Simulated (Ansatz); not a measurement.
Reaction (formal exchange of groups at the Si–O bond): `O[SiH2][SeH]` + `C=C(F)[SiH2]O` → `O[SiH2][SiH2][SeH]` + `C=C(O)F`

Calculated with Ansatz (gas phase, PBE0-D4/def2-TZVP geometries, no zero-point term in ΔE). CCSD(T)/CBS is the MP2 limit (def2-TZVPP, def2-QZVPP) plus CCSD(T) − MP2 in def2-TZVPP, frozen cores. DFT in def2-TZVPP. For Se outer-core shells are correlated without core-valence functions, which leaves a few kJ/mol of doubt a bond. Scalar relativity is left out up to krypton. Each species was taken in one conformer, which may not be the lowest.

CCSD(T)/CBS gives +139.7 kJ/mol.

Q: Another level gave +109.5 kJ/mol. Which?
A. ωB97X-V/def2-TZVPP
B. B2PLYP/def2-TZVPP
C. PBE0-D4/def2-TZVPP
D. ωB97M-V/def2-TZVPP

A: C. PBE0-D4 109.5, ωB97X-V 126.0, ωB97M-V 134.3, B2PLYP 138.6 kJ/mol.

Largest T1 diagnostic among the species: 0.012.

In def2-TZVPP, CCSD(T) changes the Hartree–Fock value by −12.9 kJ/mol (the triples alone add −2.7 kJ/mol) and MP2 by −4.1 kJ/mol. The D4 term adds −3.2 kJ/mol with B3LYP and −1.8 kJ/mol with PBE0; it sums over pairs of atoms, weighted by their polarisabilities, and B3LYP, whose exchange is more repulsive, gets the larger term.

B3LYP here is the variant with VWN-RPA as its local correlation; programs differ in this.
